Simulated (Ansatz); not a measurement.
Reaction (substitution at a C–N bond): `CC[NH][SnH3]` + `BN` → `BNCC` + `[NH2][SnH3]`

Gas-phase electronic energies from Ansatz, PBE0-D4/def2-TZVP geometries. CCSD(T)/CBS is the MP2 limit (def2-TZVPP, def2-QZVPP) plus CCSD(T) − MP2 in def2-TZVPP, frozen cores. This one scheme is used for every species. DFT in def2-TZVPP. B3LYP here is the variant with VWN-RPA as its local correlation; programs differ in this. Elements past krypton have def2 core potentials. For Sn outer-core shells are correlated without core-valence functions, which leaves a few kJ/mol of doubt a bond. One conformer a species, not always the lowest.

```
           level  ΔE (eV)
        B3LYP-D4    -0.12
      r2SCANh-D4    -0.13
    CAM-B3LYP-D4    -0.12
CCSD(T)/def2-SVP    -0.09
```

What does CCSD(T)/CBS give? (Estimate.)

Computed: -0.11 eV. The listed levels differ from it by -0.01, -0.02, -0.01, 0.02 eV.

Largest T1 diagnostic among the species: 0.013.

Leaving LDA and LC-ωPBE aside and taking each functional with its dispersion term where it has one, the values, not all of them listed here, spread over 0.02 eV, from B2PLYP to BHLYP-D4.
